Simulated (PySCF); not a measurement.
Computed shifts of a molecule C4H8OSi, PySCF with PBE/pcSseg-1, GIAO, gas phase, equivalent atoms averaged, in ppm (number of nuclei): ¹³C: 200.0 (1), 46.2 (2), 0.0 (1). ²⁹Si: -48.4 (1). ¹H: 4.66 (1), 2.98 (2), 2.55 (2), 0.83 (3). References: ¹³C against TMS (σ = 182.0 ppm); ²⁹Si against TMS (σ = 335.4 ppm); ¹⁷O against H2O (σ = 334.3 ppm); ¹H against TMS (σ = 31.49 ppm), references at their B3LYP-D3(BJ)/def2-TZVP geometries, non-relativistic. Geometry optimised at B3LYP-D3(BJ)/def2-SVP. One conformer was computed; it need not be the lowest.

**Question.** Which structure fits?
A. C1=CC[SiH2]OC1
B. C=C1[SiH2]O[C@@H]1C
C. C[SiH]1CC(=O)C1
D. [SiH3]C1=CCOC1

**Answer.** C, C[SiH]1CC(=O)C1
